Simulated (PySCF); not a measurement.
(E)-1,1-difluorobut-2-ene (C₄H₆F₂), SMILES FC(/C=C/C)F.

The structure is a stationary point at PBE0-D3(BJ)/def2-SVP. Other conformers were not sampled.

These are TDDFT-B3LYP/def2-SVPD run with PySCF values and carry that method's errors.

Vertical excitations. Isolated molecule, no solvent.

```csv
state,energy (eV),λ (nm),f,main pairs
S1,7.10,175,0.279,"HOMO→LUMO 61 %, HOMO→LUMO+1 34 %"
S2,7.24,171,0.174,"HOMO→LUMO+1 65 %, HOMO→LUMO 31 %"
S3,7.64,162,0.009,"HOMO→LUMO+2 70 %, HOMO→LUMO+3 17 %"
S4,7.68,162,0.004,HOMO−1→LUMO 88 %
S5,7.93,156,0.028,"HOMO→LUMO+3 80 %, HOMO→LUMO+2 16 %"
S6,8.23,151,0.001,HOMO−2→LUMO 96 %
S7,8.51,146,0.013,HOMO→LUMO+4 96 %
S8,8.97,138,0.029,HOMO→LUMO+5 91 %
S9,9.12,136,0.010,HOMO−1→LUMO+1 82 %
S10,9.24,134,0.030,"HOMO→LUMO+6 78 %, HOMO→LUMO+7 16 %"
T1,4.38,283,0,HOMO→LUMO 96 %
T2,7.08,175,0,HOMO→LUMO+1 97 %
T3,7.28,170,0,HOMO−1→LUMO 94 %
T4,7.52,165,0,"HOMO→LUMO+2 83 %, HOMO→LUMO+3 13 %"
```
Triplets are in the Tamm–Dancoff approximation, which puts them higher than full response would, so one can lie above its singlet here.
